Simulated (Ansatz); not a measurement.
Reaction (ligand exchange at the Si–O bond): `CC(=S)O[SiH2]O` + `O[SiH2]S` → `O[SiH2]O[SiH2]S` + `CC(O)=S`

Isolated molecules relaxed with PBE0-D4/def2-TZVP in Ansatz; ΔE leaves out vibrations. CCSD(T)/CBS adds triple-zeta CCSD(T) − MP2 to the extrapolated MP2 energy (def2 sets, frozen cores). Functionals use def2-TZVPP. Each species was taken in one conformer, which may not be the lowest.

`CC(=S)O[SiH2]O`:

Z-matrix (Å, degrees):
```
C
C 1 1.494
H 1 1.095 2 109.8
H 1 1.086 2 110.7 3 120.7
H 1 1.095 2 110.2 3 -117.8
S 2 1.620 1 124.3 3 -119.1
O 2 1.339 1 115.2 3 60.7
Si 7 1.664 2 132.2 1 5.6
O 8 1.635 7 111.9 2 62.5
H 8 1.477 7 103.0 2 -176.5
H 8 1.477 7 110.4 2 -54.9
H 9 0.959 8 118.6 7 70.7
```

`O[SiH2]S`:

Cartesian coordinates in Å:
```
O -1.184 -0.120 0.918
Si 0.163 -0.511 0.064
S 1.110 1.170 -0.846
H -1.105 0.585 1.563
H 1.237 -1.075 0.919
H -0.306 -1.484 -0.944
H 0.085 1.436 -1.674
```

`O[SiH2]O[SiH2]S`:

Z-matrix (Å, degrees):
```
Si
O 1 1.643
O 1 1.636 2 111.6
H 1 1.475 2 108.1 3 116.7
H 1 1.485 2 107.5 3 -122.1
Si 2 1.629 1 139.3 3 52.1
H 3 0.961 1 116.3 2 -59.0
S 6 2.143 2 112.1 1 -28.4
H 6 1.481 2 110.8 1 87.3
H 6 1.479 2 108.0 1 -149.7
H 8 1.344 6 94.4 2 -73.1
```

`CC(O)=S`:

Cartesian coordinates in Å:
```
C 0.608 -0.094 -0.758
C -0.323 0.266 0.345
O -0.660 -0.807 1.058
S -0.884 1.756 0.679
H 0.136 -0.839 -1.404
H 1.506 -0.557 -0.339
H 0.880 0.783 -1.338
H -1.263 -0.507 1.755
```

| level | ΔE (kcal/mol) |
| --- | --- |
| PBE0 | -13.5 |
| CCSD/def2-TZVPP | -13.2 |

Q: What does CCSD(T)/CBS give? (Best estimate.)

A: The calculation gave: -13.1 kcal/mol. The listed levels differ from it by -0.4, -0.1 kcal/mol.

Largest T1 diagnostic among the species: 0.017.

In def2-TZVPP, CCSD(T) changes the Hartree–Fock value by +1.4 kcal/mol (the triples alone add +0.1 kcal/mol) and MP2 by +1.5 kcal/mol.
